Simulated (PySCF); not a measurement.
Compound: cyclopropylbenzene, C₉H₁₀.
SMILES with atom numbers: `[cH:1]1[cH:2][cH:3][c:4]([CH:5]2[CH2:6][CH2:7]2)[cH:8][cH:9]1` (hydrogens: H10 on C1; H11 on C2; H12 on C3; H13 on C5; H14, H15 on C6; H16, H17 on C7; H18 on C8; H19 on C9)

Method: PBE0-D3(BJ)/def2-SVP geometry optimisation, gas phase in PySCF; density fitting, grid level 2; the optimiser is geomeTRIC in internal coordinates, started from a GFN2-xTB structure.

Step 0: E = -9477.7552 eV
```
atom  x, y, z in Å  |  force x, y, z in eV/Å
C1      2.7935   -0.0509   -0.2119    0.109   0.022  -0.024
C2      2.2066    1.0625   -0.7879    0.079   0.004  -0.012
C3      0.8329    1.2160   -0.7590   -0.052  -0.020   0.015
C4      0.0180    0.2641   -0.1527   -0.278   0.092  -0.018
C5     -1.4470    0.4640   -0.1392   -0.070  -0.298   0.173
C6     -2.2810    0.0312    1.0389    0.016  -0.047  -0.469
C7     -2.3935   -0.7025   -0.2552    0.081   0.372   0.281
C8      0.6210   -0.8495    0.4251    0.028   0.014  -0.017
C9      1.9944   -1.0056    0.3934    0.020  -0.061   0.035
H10     3.8662   -0.1742   -0.2349    0.462  -0.054  -0.008
H11     2.8207    1.8148   -1.2619    0.260   0.315  -0.203
H12     0.3826    2.0874   -1.2137   -0.209   0.358  -0.180
H13    -1.7577    1.3786   -0.6310   -0.153   0.286  -0.149
H14    -3.0963    0.6701    1.3431   -0.381   0.315   0.103
H15    -1.7769   -0.4490    1.8637    0.311  -0.237   0.359
H16    -1.9682   -1.6918   -0.3262    0.285  -0.459  -0.025
H17    -3.2865   -0.5724   -0.8478   -0.415   0.105  -0.268
H18     0.0170   -1.6051    0.9055   -0.277  -0.341   0.211
H19     2.4445   -1.8786    0.8442    0.184  -0.365   0.195
```

**Question.** Estimate the geometry and energy of step 1. (The exact step hangs on the optimiser's Hessian estimate; all steps are aligned on step 0, rigid shifts and turns removed.)

**Answer.** E = -9477.8034 eV, largest force 0.111 eV/Å
```
atom  x, y, z in Å  |  force x, y, z in eV/Å
C1      2.8136   -0.0514   -0.2134    0.061  -0.014   0.003
C2      2.2191    1.0662   -0.7927    0.040   0.055  -0.034
C3      0.8353    1.2200   -0.7608   -0.044   0.062  -0.031
C4      0.0133    0.2648   -0.1520    0.015  -0.013   0.005
C5     -1.4589    0.4621   -0.1366   -0.015   0.082  -0.044
C6     -2.2968    0.0314    1.0392   -0.013   0.005   0.111
C7     -2.4090   -0.7013   -0.2536   -0.029  -0.091  -0.058
C8      0.6261   -0.8552    0.4268   -0.065  -0.049   0.036
C9      2.0081   -1.0116    0.3969    0.039  -0.056   0.027
H10     3.8995   -0.1753   -0.2365   -0.028   0.004   0.000
H11     2.8375    1.8285   -1.2753   -0.018  -0.022   0.014
H12     0.3771    2.1020   -1.2189    0.015  -0.025   0.013
H13    -1.7776    1.3853   -0.6322    0.011  -0.033   0.018
H14    -3.1201    0.6826    1.3474    0.025  -0.011  -0.014
H15    -1.7759   -0.4539    1.8711   -0.016   0.015  -0.036
H16    -1.9670   -1.7004   -0.3277   -0.012   0.039   0.007
H17    -3.3114   -0.5670   -0.8572    0.028   0.004   0.013
H18     0.0153   -1.6230    0.9121    0.021   0.024  -0.016
H19     2.4621   -1.8946    0.8557   -0.015   0.024  -0.012
```

The energy changes by -0.0482 eV. The first-order estimate −F·Δx gives -0.1003 eV and the mean of the old and new forces, exact on a quadratic surface, -0.0488 eV. The step makes an angle of 45° with the force vector and moves no atom by more than 0.033 Å.

The cost below is that of the whole optimisation. On one thread of an Intel Xeon Platinum 8488C, shared host, this took 50 s wall and 0.81 GiB of memory at its peak.
